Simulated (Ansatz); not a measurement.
`[Br][Al]1[SiH2][S]1` + H–F → `[F][Al]1[SiH2][S]1` + HBr at 400 K and 1 bar (ligand exchange at the Al–Br bond).

Isolated molecules relaxed with PBE0-D4/def2-TZVP in Ansatz; ΔE leaves out vibrations. CCSD(T)/CBS is the MP2 limit (def2-TZVPP, def2-QZVPP) plus CCSD(T) − MP2 in def2-TZVPP, frozen cores. This one scheme is used for every species. For Br outer-core shells are correlated without core-valence functions, which leaves a few kJ/mol of doubt a bond. Scalar relativity is left out up to krypton.

```json
{"species": "`[Br][Al]1[SiH2][S]1`", "CCSD(T)/CBS energy (Eh)": "-3503.49136", "H − E (kJ/mol)": "82.2", "S (J/(mol·K))": "371.4"}
{"species": "H–F", "CCSD(T)/CBS energy (Eh)": "-100.39570", "H − E (kJ/mol)": "36.5", "S (J/(mol·K))": "182.2"}
{"species": "`[F][Al]1[SiH2][S]1`", "CCSD(T)/CBS energy (Eh)": "-1029.97141", "H − E (kJ/mol)": "83.9", "S (J/(mol·K))": "346.4"}
{"species": "HBr", "CCSD(T)/CBS energy (Eh)": "-2573.91920", "H − E (kJ/mol)": "27.6", "S (J/(mol·K))": "207.2"}
```

H − E and S are ideal-gas, rigid-rotor, harmonic terms from PBE0-D4/def2-TZVP. 1 Eh = 2625.50 kJ/mol, R = 8.31446 J/(mol·K).

Task: By hand: ΔE, ΔH, ΔS and ΔG.

Result: ΔE = (-1029.97141) + (-2573.91920) − (-3503.49136) − (-100.39570) = -0.00355 Eh = -9.3 kJ/mol. Δ(H − E) = 83.9 + 27.6 − 82.2 − 36.5 = -7.2, so ΔH = -16.5 kJ/mol. ΔS = 346.4 + 207.2 − 371.4 − 182.2 = 0.0 J/(mol·K). ΔG = -16.5 − 400 × (0.0)/1000 = -16.5 kJ/mol.

Task: By hand: the equilibrium constant, and the temperature at which ΔG would vanish if ΔH and ΔS stayed fixed.

Result: log₁₀ K = −ΔG/(RT ln 10) = 2.2. With ΔH or ΔS at zero there is no such temperature.

The number of gas molecules stays the same, so ΔS is small and ΔH decides. A doubt of 5 kJ/mol in ΔE shifts log₁₀ K by 0.7 here. These are equilibria of isolated gas molecules and say nothing of rates. Largest T1 diagnostic: 0.014 (customary marks: 0.02 for closed shells, 0.045 for open ones).

ΔS is within the doubt of such terms, so its sign, and with it that verdict, could turn.
